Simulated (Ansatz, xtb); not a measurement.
# Ranking isomers of BrH3NSi+

3 gas-phase structures of BrH3NSi+, found in a search over its isomers (lower ones may exist). Each was relaxed with GFN2-xTB:

A. the triplet with the links of `[NH3+][Si]Br`
B. `[NH3+][Si]Br`, a singlet
C. `[NH2+]=[SiH]Br`, a singlet

Task: Which do you expect lowest at r2SCAN-D4/def2-SVP//GFN2-xTB, and how would the others follow?

Result: Calculated order at r2SCAN-D4/def2-SVP//GFN2-xTB: C (0.0), B (4.2), A (50.9) kcal/mol.

Energies above the lowest of each column, in kcal/mol; the last columns are at r2SCAN-D4/def2-SVP geometries (a dash: not run or not comparable):

| structure | GFN2-xTB | HF/STO-3G | r2SCAN-D4/def2-SVP//GFN2-xTB | r2SCAN-D4/def2-SVP | CCSD(T)/def2-TZVPP |
| --- | --- | --- | --- | --- | --- |
| C | 0.0 | 13.7 | 0.0 | 0.0 | 0.0 |
| B | 21.8 | 0.0 | 4.2 | 4.8 | 4.9 |
| A | – | 44.8 | 50.9 | 47.4 | 55.8 |

CCSD(T)/def2-TZVPP puts C lowest; HF/STO-3G picks B. Some further structures that were screened fall inside this span and aren't listed. GFN2-xTB has no spin polarisation and isn't compared across spin states. Open shells are spin-unrestricted.

Programs: Ansatz 0.2.0, xtb 6.7.1.
